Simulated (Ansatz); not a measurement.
Os₄⁻. The state is a sextet with charge -1. Geometry PBE0-D4/def2-SVPD; atoms count from 1.

```xyz
4

Os    0.6003   -0.0716    1.4146
Os   -0.7247    1.3482    0.1547
Os   -1.0952   -0.7024   -0.8242
Os    1.2196   -0.5741   -0.7451
```

In the def2 sets Os takes a core potential; there is no spin–orbit coupling. The charge -1 sextet is spin-contaminated (final ⟨S²⟩ up to 9.62, 8.75 for a pure state). The geometry of the sextet was relaxed on an unsound state (⟨S²⟩ 9.60, where a pure state has 8.75). The structure comes from a short search, and lower isomers may exist.

Question: Estimate the Mulliken populations from the PBE0/def2-TZVPD orbitals of Ansatz.

Answer: 
```csv
atom,charge (e),spin (α − β),d electrons
Os1,-0.27,0.53,6.70
Os2,-0.27,0.53,6.70
Os3,-0.23,1.97,6.65
Os4,-0.23,1.97,6.65
```
Mulliken values and Mayer orders depend strongly on the basis. With diffuse functions, as here, like atoms can get unlike values, and bond orders can come out too low or too high.

Question: Where does the spin sit?

Answer: Summed by element: Os 5.00, of 5 unpaired in all. Largest on single atoms: Os3 1.97, Os4 1.97, Os1 0.53.

Question: And the Mayer bond orders between bonded heavy atoms (over 0.3)?

Answer: Os1–Os2 1.77 (2.31 Å); Os1–Os3 0.73 (2.88 Å); Os1–Os4 1.78 (2.30 Å); Os2–Os3 1.78 (2.30 Å); Os2–Os4 0.73 (2.88 Å); Os3–Os4 1.73 (2.32 Å).
